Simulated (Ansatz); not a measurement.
Isolated molecules relaxed with PBE0-D4/def2-TZVP in Ansatz; ΔE leaves out vibrations. CCSD(T)/CBS is the MP2 limit (def2-TZVPP, def2-QZVPP) plus CCSD(T) − MP2 in def2-TZVPP, frozen cores. Functionals use def2-TZVPP. For Ga outer-core shells are correlated without core-valence functions, which leaves a few kJ/mol of doubt a bond. Scalar relativity is left out up to krypton. One conformer a species, not always the lowest.

Consider the redistribution: `C[NH][GaH][CH3]` + `CB(N)[SiH3]` → `[CH3][GaH][SiH3]` + `CNB(C)N`.

`C[NH][GaH][CH3]`:

Z-matrix (Å, degrees):
```
C
N 1 1.442
H 1 1.098 2 112.5
H 1 1.098 2 112.5 3 -121.6
H 1 1.092 2 110.0 3 119.2
Ga 2 1.821 1 128.6 3 -119.1
H 2 1.008 1 112.9 3 60.8
C 6 1.963 2 118.9 1 0.0
H 6 1.567 2 114.7 1 179.9
H 8 1.091 6 112.3 2 -2.3
H 8 1.093 6 110.3 2 -123.3
H 8 1.093 6 110.2 2 118.6
```

`CB(N)[SiH3]`:

Cartesian coordinates in Å:
```
C 0.432 1.244 0.953
B -0.137 -0.061 0.285
N -0.934 -0.936 1.018
Si 0.258 -0.522 -1.650
H 0.107 2.135 0.404
H 0.137 1.369 2.000
H 1.526 1.256 0.909
H -1.324 -1.784 0.643
H -1.175 -0.776 1.984
H 1.724 -0.652 -1.897
H -0.239 0.535 -2.580
H -0.376 -1.809 -2.067
```

`[CH3][GaH][SiH3]`:

```xyz
10

C     0.404    1.655   -0.848
Ga   -0.050    0.518    0.697
Si   -0.368   -1.865    0.429
H     0.383    1.118   -1.796
H     1.407    2.070   -0.706
H    -0.284    2.503   -0.904
H    -0.188    1.203    2.111
H     0.861   -2.488   -0.142
H    -0.691   -2.583    1.694
H    -1.475   -2.132   -0.536
```

`CNB(C)N`:

```xyz
14

C    -0.399    1.272    1.404
N    -0.366    0.986   -0.005
B     0.048   -0.218   -0.624
C     0.552   -1.448    0.235
N     0.012   -0.326   -2.038
H    -1.412    1.496    1.759
H     0.242    2.121    1.671
H    -0.042    0.407    1.963
H    -0.682    1.750   -0.581
H    -0.218   -1.798    0.930
H     1.424   -1.187    0.843
H     0.836   -2.300   -0.388
H    -0.292    0.406   -2.656
H     0.297   -1.160   -2.514
```

```tsv
level	ΔE (eV)
PBE	-0.69
r2SCAN	-0.70
```

Question: What does CCSD(T)/CBS give? (Estimate.)

Answer: The calculation gave: -0.64 eV. The listed levels differ from it by -0.05, -0.06 eV.

Largest T1 diagnostic among the species: 0.013.

From PBE to PBE0 (25 % exact exchange), in def2-TZVPP and without D4, ΔE moves by −0.06 eV. In def2-TZVPP, CCSD(T) changes the Hartree–Fock value by +0.17 eV (the triples alone add +0.03 eV) and MP2 by +0.18 eV.
